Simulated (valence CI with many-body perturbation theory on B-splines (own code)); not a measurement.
Sensitivity of CI+MBPT for Tb⁵⁸⁺

Computed by valence CI with perturbative core correlation (CI+MBPT): five valence electrons over a frozen Dirac-Fock core [He], radial functions for each j: 6 s, 6 p, 5 d, 3 f, 1 g, with the one-electron correlation potential Σ1, the two-electron term Σ2, the three-electron term Σ3, Breit, model QED; selected CI, second order for the rest, scaled by the run's own slope (own B-spline code, finite nucleus).

No measured spectrum was set against this ion. As an estimate, large intervals hold to a few tenths of a per cent, small ones and those within an open d or f shell to about a per cent. Among the levels kept, up to 1800 cm⁻¹ of a level comes from second order outside the variational space, and about a tenth of that is noise between levels of different J, which matters for small intervals.

The reference run has the lowest level (2s^2 2p1/2^2 2p3/2) J=3/2 and an ionisation energy of 12563.8 eV. Its largest variational space holds 9998 state functions.

Levels are named by their leading jj configuration (3d3/2^4 stands for four electrons in 3d with j = 3/2), which in mixed levels can hold well under half, so a name can repeat and another be missing. Letters in brackets count levels of one name in rising energy.

Changed runs:
A. core polarisation of operators on → off
B. correlating orbitals by l 3 3 3 2 1 → 4 4 3 0 0
C. scale of Σ2 1 → 0.5; highest l in the core sums 6 → 3
D. start configuration 2s2 2p3 → 2s2 3p3 (bad on purpose)

Excitation energies of the reference run in cm⁻¹, and shifts in cm⁻¹:

```csv
Level,Reference,A,B,C
(2s^2 2p1/2 2p3/2^2) J=3/2,6127400,0,-420,+148
(2s^2 2p1/2 2p3/2^2) J=5/2,6307550,0,+685,-21
(2s^2 2p1/2 2p3/2^2) J=1/2,6648610,0,+504,-239
(2s 2p1/2^2 2p3/2^2) J=5/2,8418750,0,-522,+993
(2s 2p1/2^2 2p3/2^2) J=1/2,9134430,0,+154,+1047
(2s 2p1/2^2 2p3/2^2) J=3/2,9146050,0,+851,+1736
(2s^2 2p3/2^3) J=3/2,12789400,0,+151,-164
(2s 2p1/2 2p3/2^3) J=3/2 [a],14736500,0,-602,+816
(2s 2p1/2 2p3/2^3) J=5/2,15043100,0,+413,+953
(2s 2p1/2 2p3/2^3) J=1/2,15458000,0,+573,+1682
(2s 2p1/2 2p3/2^3) J=3/2 [b],15536300,0,+1209,+1563
(2p1/2^2 2p3/2^3) J=3/2,18065400,0,-313,+2964
Ionisation energy (eV),12563.8,0,-0.3,-0.017
```

No effect on these energies: A.

Run D: It gave no result: the start configuration must fill the lowest shells above the core. The program said: "3p is not the lowest shell of its kind above the core".
